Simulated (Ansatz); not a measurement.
Pulling on the B1–F3 bond in BClFH (SMILES FBCl) (multiplicity 1 held, fragments rigid). Energies count from the point at 1.315 Å.
Geometry at that point (charge 0, multiplicity 1):
| atom | x (Å) | y (Å) | z (Å) |
|---|---|---|---|
| B | -0.0793 | -0.6547 | 0.4307 |
| H | -0.7995 | -1.5785 | 0.6110 |
| F | 1.0325 | -0.5345 | 1.1226 |
| Cl | -0.4763 | 0.5684 | -0.7569 |

R- and RO- levels are restricted; in cc, def2 and unpolarised 6-31G sets they are followed outwards from rest. Unrestricted levels (U-) break spin symmetry where that is lower. Curves can end on different states.

Cores are frozen in the correlated methods.

Programs: Ansatz (a program for electronic structure) with Gaussian orbitals. 

Energies in kcal/mol.

| R (Å) | R-HF/cc-pV(T+d)Z | R-B3LYP/cc-pV(T+d)Z | U-wB97X-V/cc-pV(T+d)Z | U-MP2/cc-pV(T+d)Z | R-CCSD(T)/cc-pV(T+d)Z |
|---|---|---|---|---|---|
| 1.052 | 60.3 | 64.6 | 66.3 | 66.3 | 66.2 |
| 1.184 | 9.2 | 11.6 | 12.1 | 12.1 | 12.0 |
| 1.315 | 0.0 | 0.0 | 0.0 | 0.0 | 0.0 |
| 1.447 | 9.8 | 7.0 | 7.0 | 7.2 | 7.2 |
| 1.578 | 27.4 | 21.8 | 22.2 | 22.5 | 22.5 |
| 1.775 | (withheld) | 48.1 | 49.5 | 49.9 | 49.9 |
| 1.973 | 87.2 | 73.5 | 76.3 | 76.8 | 76.4 |
| 2.301 | 128.2 | 108.7 | 114.4 | 143.3 | 113.0 |
| 2.630 | 159.4 | 134.8 | 141.5 | 165.6 | 138.4 |
| 3.025 | 187.2 | 156.7 | 158.3 | 173.1 | 151.4 |
| 3.551 | 213.1 | 174.8 | 168.0 | 175.6 | 111.0 |
| 4.208 | (withheld) | 187.2 | 171.4 | 176.3 | -79.8 |

Q: Complete the blanks.

A: 
- 4.208, R-HF/cc-pV(T+d)Z: 234.6
- 1.775, R-HF/cc-pV(T+d)Z: 57.8

Doubts at one or more of the structures used: a restricted determinant that unrestricted orbitals would lower (R-HF/cc-pV(T+d)Z, R-B3LYP/cc-pV(T+d)Z, R-CCSD(T)/cc-pV(T+d)Z); a spin-contaminated determinant (U-wB97X-V/cc-pV(T+d)Z, U-MP2/cc-pV(T+d)Z); T1 above 0.05 (R-CCSD(T)/cc-pV(T+d)Z); other coupled-cluster roots lie near (R-CCSD(T)/cc-pV(T+d)Z).
